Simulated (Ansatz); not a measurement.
Gas-phase electronic energies from Ansatz, PBE0-D4/def2-TZVP geometries. CCSD(T)/CBS is the MP2 limit (def2-TZVPP, def2-QZVPP) plus CCSD(T) − MP2 in def2-TZVPP, frozen cores. DFT in def2-TZVPP. Elements past krypton have def2 core potentials. For In, Se outer-core shells are correlated without core-valence functions, which leaves a few kJ/mol of doubt a bond. Scalar relativity is left out up to krypton. One conformer a species, not always the lowest.

Consider the ligand exchange at the In–Se bond: `C[Se][In]([F])[F]` + CH₃NH₂ → `C[NH][In]([F])[F]` + `C[SeH]`.

`C[Se][In]([F])[F]`:

Z-matrix (Å, degrees):
```
C
Se 1 1.965
H 1 1.086 2 110.7
H 1 1.086 2 110.7 3 123.3
H 1 1.089 2 104.9 3 -118.3
In 2 2.455 1 97.4 3 -61.8
F 6 1.933 2 129.0 1 179.7
F 6 1.943 2 120.3 1 -0.2
```

CH₃NH₂:

Z-matrix (Å, degrees):
```
C
N 1 1.453
H 1 1.092 2 109.4
H 1 1.100 2 115.4 3 -121.6
H 1 1.092 2 109.4 3 116.8
H 2 1.012 1 110.6 3 62.6
H 2 1.012 1 110.6 3 -179.3
```

`C[NH][In]([F])[F]`:

Z-matrix (Å, degrees):
```
C
N 1 1.453
H 1 1.095 2 109.8
H 1 1.091 2 110.1 3 117.6
H 1 1.096 2 114.1 3 -121.3
In 2 1.990 1 123.3 3 -153.7
H 2 1.009 1 112.9 3 61.2
F 6 1.936 2 125.2 1 -166.1
F 6 1.938 2 122.3 1 22.3
```

`C[SeH]`:

```xyz
6

C    -0.514   -0.018   -0.183
Se    1.221   -0.770    0.286
H    -0.992    0.416    0.692
H    -1.114   -0.851   -0.545
H    -0.410    0.721   -0.975
H     1.808    0.502    0.725
```

(1) Is it downhill or uphill in electronic energy at CCSD(T)/CBS, and by how much? (Best estimate.)

(2) What do these levels give: LDA (SPW92), B2PLYP, PBE-QIDH, PBE, r2SCANh, SCS-MP2/def2-QZVPP? (An estimate is asked.)

Largest T1 diagnostic among the species: 0.016.

Answers

(1) Ansatz gave: Uphill: ΔE = +103.8 kJ/mol.

(2) Computed: LDA (SPW92) 104.0, B2PLYP 104.6, PBE-QIDH 108.2, PBE 108.2, r2SCANh 110.9, SCS-MP2/def2-QZVPP 100.9 kJ/mol.

In def2-TZVPP, CCSD(T) changes the Hartree–Fock value by −12.8 kJ/mol (the triples alone add −0.9 kJ/mol) and MP2 by −10.6 kJ/mol. At CCSD(T), def2-SVP lies −6.3 kJ/mol from the extrapolated value and def2-TZVPP −4.4 kJ/mol. From r2SCAN to r2SCAN0 (25 % exact exchange), in def2-TZVPP and without D4, ΔE moves by +3.1 kJ/mol.
